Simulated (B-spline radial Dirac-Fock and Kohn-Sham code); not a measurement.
# Tb⁶⁺: eigenvalues, ΔSCF and the reference

System: terbium as Tb⁶⁺, 1s2 2s2 2p6 3s2 3p6 3d10 4s2 4p6 4d10 4f8 5s2 5p3.

The density-functional columns are spherical, spin-unpolarised Dirac-Kohn-Sham results without Breit or QED terms: −ε is minus the orbital energy of the initial state and ΔSCF the difference of two total energies. The reference in the last column comes from Dirac-Fock (average of configuration) total-energy differences with a finite nucleus, the Breit interaction including its frequency dependence, and self-energy and vacuum-polarisation corrections. All numbers are from a radial finite-basis atomic code, in eV; a selection of levels is shown. For the 1s level of heavy atoms much of the gap between ΔSCF and the reference is the Breit and QED part, -227.0 eV here; for other levels the error of the functional can be larger.

| level | PBE −ε | PBE ΔSCF | LDA −ε | LDA ΔSCF | Dirac-Fock |
| --- | --- | --- | --- | --- | --- |
| K (1s) | 51879.3 | 52350.4 | 51831.2 | 52300.8 | 52086.3 |
| L1 (2s) | 8664.8 | 8751.8 | 8658.2 | 8745.6 | 8805.0 |
| L2 (2p1/2) | 8238.9 | 8349.2 | 8236.2 | 8346.6 | 8343.7 |
| L3 (2p3/2) | 7492.3 | 7591.2 | 7490.4 | 7589.4 | 7605.9 |
| M1 (3s) | 1985.7 | 2013.6 | 1983.9 | 2011.9 | 2058.1 |
| M2 (3p1/2) | 1800.4 | 1829.9 | 1799.8 | 1829.4 | 1858.6 |
| M3 (3p3/2) | 1646.3 | 1673.9 | 1645.9 | 1673.6 | 1703.9 |
| M4 (3d3/2) | 1326.8 | 1359.1 | 1327.1 | 1359.4 | 1365.0 |
| M5 (3d5/2) | 1293.2 | 1324.8 | 1293.5 | 1325.1 | 1332.1 |
| N1 (4s) | 458.8 | 472.9 | 458.0 | 472.1 | 494.9 |
| N3 (4p3/2) | 351.7 | 365.3 | 351.3 | 364.9 | 381.0 |
| N4 (4d3/2) | 231.9 | 245.1 | 232.0 | 245.1 | 249.4 |
| N5 (4d5/2) | 225.7 | 238.7 | 225.7 | 238.7 | 243.2 |
| N6,7 (4f) | 82.54 | 94.14 | 82.95 | 94.54 | 90.59 |
| O1 (5s) | 122.1 | 130.6 | 122.5 | 131.1 | 128.9 |
| O2,3 (5p) | 96.60 | 104.4 | 97.03 | 104.8 | 102.6 |

Question: Order the estimates of the K (1s) level by their distance from the Dirac-Fock value, nearest first.
A. LDA −ε
B. PBE ΔSCF
C. LDA ΔSCF
D. PBE −ε

Answer: D (207.1 eV), C (214.5 eV), A (255.1 eV), B (264.0 eV).

An eigenvalue near the reference for a deep level is a cancellation of errors: it lacks relaxation, carries self-interaction and omits Breit and QED terms.

Values without a named source are computed, but for edge energies of neutral atoms, which are taken from tables.
